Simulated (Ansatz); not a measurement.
Two members of one family (Series GaH2X), computed with Ansatz in the gas phase. The two geometries come from different levels. Binding counts from free atoms in the multiplicity of their measured ground term, without zero-point energy. A dash marks a value that wasn't run or was left out as unsound. The structures are stationary points that may keep the symmetry of their start. Remarks come from the PBE and PBE0 runs and from stability tests at other levels; not every state was tested. HOMO above LUMO (over both spins in singlets and doublets, within one spin in higher multiplets; at PBE or PBE0), or a gap under 0.15 eV within one spin, warns that the state may not be the lowest or that an electron is smeared out.

First: GaH2(CN) (singlet, charge 0, PBE-D4/def2-TZVP geometry).

```csv
atom,x (Å),y (Å),z (Å)
Ga1,-0.3759,-0.5721,0.2869
H2,-1.9050,-0.6110,-0.0278
H3,0.4596,-1.5878,1.1289
C4,0.6159,0.9350,-0.4683
N5,1.2054,1.8359,-0.9197
```

```
               level  HOMO (eV)  LUMO (eV)  gap (eV)  vertical IE (eV)  vertical triplet (eV)  binding per atom (eV)
    PBE-D4/def2-TZVP      -7.96      -3.52      4.44             11.15                   4.36                   3.65
 r2SCAN-D4/def2-TZVP      -8.26      -3.27      4.99             11.28                   4.42                   3.53
r2SCAN-D4/def2-TZVPD      -8.27      -3.28      4.99                 –                      –                   3.53
   PBE0-D4/def2-TZVP      -9.24      -2.70      6.54             11.48                   4.74                   3.53
r2SCAN0-D4/def2-TZVP      -9.44      -2.55      6.89                 –                      –                   3.43
```

Second: GaH2(OH) (singlet, charge 0, r2SCAN-D4/def2-TZVP geometry).

```xyz
5

Ga    0.262    0.161   -0.460
H    -0.144    0.063   -1.950
H     1.557    0.754    0.173
O    -0.962   -0.519    0.654
H    -0.713   -0.458    1.582
```

Task: Estimate the same table for the second.

Result: 
| level | HOMO (eV) | LUMO (eV) | gap (eV) | vertical IE (eV) | vertical triplet (eV) | binding per atom (eV) |
| --- | --- | --- | --- | --- | --- | --- |
| PBE-D4/def2-TZVP | -7.18 | -1.97 | 5.21 | 10.69 | 5.09 | 2.87 |
| r2SCAN-D4/def2-TZVP | -7.52 | -1.65 | 5.86 | 10.84 | 5.17 | 2.88 |
| r2SCAN-D4/def2-TZVPD | -7.55 | -1.69 | 5.86 | – | – | 2.89 |
| PBE0-D4/def2-TZVP | -8.57 | -1.18 | 7.38 | 11.01 | 5.43 | 2.81 |
| r2SCAN0-D4/def2-TZVP | -8.79 | -0.99 | 7.80 | – | – | 2.82 |

Remarks: gap within one spin near zero at PBE or PBE0 (triplet).
